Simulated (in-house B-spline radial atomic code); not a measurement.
Configurations of the bromine ion Br²⁺, with energies counted from [Ar] 3d10 4s2 4p3. Method: scalar-relativistic (X2C) wB97X, spin-polarised, spherical fractional occupations, exact exchange averaged over the configuration, Fermi nucleus of rms radius 4.1629 fm. Calculated with a radial B-spline atomic code at the basis-set limit. Shells without spins written out take the highest spin.

Occupations are held fixed; configurations that lie above the ionisation limit could autoionise.

| configuration | E - E(ref) (eV) | highest orbital | its <r> (bohr) |
| --- | --- | --- | --- |
| [Ar] 3d10 4s1 4p4 | 13.388 | 4p down | 1.885 |
| [Ar] 3d10 4s1 4p3 5s1 | 28.979 | 5s up | 3.725 |
| [Ar] 3d9 4s2 4p3 4d1 | 85.062 | 4d up | 2.478 |
| [Ar] 3d9 4s2 4p3 5p1 | 89.992 | 5p up | 4.33 |

(1) Order these further configurations by energy, lowest first.
A. [Ar] 3d10 4s2 4p2 4f1
B. [Ar] 3d10 4s1 4p3 5f1
C. [Ar] 3d10 4s2 4p2 5s1
D. [Ar] 3d9 4s2 4p3 5d1
E. [Ar] 3d10 4s1 4p3 4f1

## Answers

(1) C (18.391 eV), A (27.089 eV), E (37.879 eV), B (40.615 eV), D (94.378 eV).
